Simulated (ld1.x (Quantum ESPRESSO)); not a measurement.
# Varying the RRKJ potential for potassium (K)

Base potential:

* Element: potassium
* Generator: ld1.x (Quantum ESPRESSO) 7.5
* Type: norm-conserving RRKJ (Kleinman–Bylander form)
* Functional: BP86
* Relativity: scalar-relativistic
* Frozen core: [Ar]
* Valence charge: 1
* Reference configuration: 3d0 4s0.5 4p0 (charge +0.5)
* Partial waves: 4p (bound, empty): rc 4.00 bohr; 3d (bound, empty): rc 4.20 bohr; 4s (bound): rc 3.05 bohr
* Local potential: the s channel
* Core correction: none
* rho0: 0.005

Cutoffs, loose and tight: the cutoffs (Ry, on a coarse ladder) from which the occupation-weighted sum of valence levels, in a spherical-Bessel basis at the reference potential, stays within 10 and 1 mRy of its value at 400 Ry. They do not see the model core or the augmentation charge, which bear on the density cutoff. Test errors are all-electron minus pseudo excitation energies from the reference, over the configurations 3d0 4s1 4p0; 3d0 4s0 4p1; 3d1 4s0 4p0; 3d0.5 4s0.5 4p0. A dash means not determined; rows that change the core or the reference have their own tests.

```tsv
change	outcome	cutoff, loose	cutoff, tight	bound ghosts	largest test error (meV)
base	generated	6 Ry	6 Ry	none	+117
wave 3d (bound): rc 4.20 bohr becomes 3d (bound): rc 3.76 bohr	generated	6 Ry	6 Ry	none	+158
type ultrasoft; waves now 4s (bound): rcut 2.65, rcutus 3.05 bohr; 4s channel at 4.75 Ry: rcut 2.65, rcutus 3.05 bohr; 4p (bound): rcut 3.50, rcutus 4.00 bohr; 4p channel at 1.45 Ry: rcut 3.50, rcutus 4.00 bohr; 3d (bound): rcut 3.65, rcutus 4.20 bohr; 3d channel at 4 Ry: rcut 3.65, rcutus 4.20 bohr; local potential all-electron potential smoothed inside 2.75 bohr (lloc = -2); augmentation PSQ, inside the norm-conserving radii; rho0 0	failed: chargeps: negative rho	–	–	–	–
wave 4p (bound): rc 4.00 bohr becomes 4p (bound): rc 2.88 bohr	failed: compute_chi: n is too large	–	–	–	–
core correction a·sin(br)/r model core inside 2.60 bohr	generated	6 Ry	6 Ry	none	-3.1
all radii scaled by about 1.18 (s 3.60, p 4.72, d 4.96 bohr)	generated	6 Ry	6 Ry	none	+37
local potential the d channel	failed: compute_chi: n is too large	–	–	–	–
type ultrasoft; waves now 4s (bound): rcut 2.65, rcutus 3.05 bohr; 4s channel at 1.65 Ry: rcut 2.65, rcutus 3.05 bohr; 4p (bound): rcut 3.50, rcutus 4.00 bohr; 4p channel at 0.4 Ry: rcut 3.50, rcutus 4.00 bohr; 3d (bound): rcut 3.65, rcutus 4.20 bohr; 3d channel at 0.75 Ry: rcut 3.65, rcutus 4.20 bohr; local potential all-electron potential smoothed inside 2.80 bohr (lloc = -1); augmentation PSQ, radius 2.85 bohr; rho0 0	failed: chargeps: negative rho	–	–	–	–
wave 3d (bound): rc 4.20 bohr becomes 3d (bound): rc 5.90 bohr	generated	6 Ry	6 Ry	none	+29
functional PBEsol	generated	6 Ry	6 Ry	none	+49
```

**Question.** What comes out with this change to the base: functional BLYP?

**Answer.** outcome: generated; cutoff, loose: 6 Ry; cutoff, tight: 6 Ry; bound ghosts: none; largest test error (meV): +218.

**Question.** What comes out with this change to the base: wave 4s (bound): rc 3.05 bohr becomes 4s (bound): rc 2.80 bohr?

**Answer.** outcome: generated; cutoff, loose: 6 Ry; cutoff, tight: 8 Ry; bound ghosts: none; largest test error (meV): +147.
